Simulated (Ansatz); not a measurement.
Basis-set extrapolation for ClH$_{3}$MgOSi, SMILES `[SiH3][O][Mg][Cl]` (PBE0-D4/def2-TZVP geometry, frozen core, Ansatz). Multiplicity 1, RHF reference. For Mg the program correlates outer-core shells too, which these sets cover unevenly, so the extrapolated numbers aren't a true limit.

|  | def2-TZVPP | def2-QZVPP |
| --- | --- | --- |
| HF | -1024.890467 | -1024.926770 |
| MP2 correlation | -0.745227 | -0.835673 |
| CCSD(T) correlation | -0.809669 | not run |

Energies in hartree. Use E(X) = E(∞) + A·exp(−7.88·√X) for Hartree–Fock and E(X) = E(∞) + B·X^(−2.97) for correlation, with X = 3 and 4, and add CCSD(T) minus MP2 of the smaller set to the MP2 limit.

**Question.** What is the CCSD(T) energy at the basis-set limit?

**Answer.** HF limit: -1024.926770 + (-0.036303) × 0.13774 = -1024.93177. MP2 limit: -0.835673 + (-0.090446) × 0.74074 = -0.90267. Higher-order term: -0.809669 − (-0.745227) = -0.06444. Total: -1025.89888 hartree, 521.8 kJ/mol below CCSD(T)/def2-TZVPP.
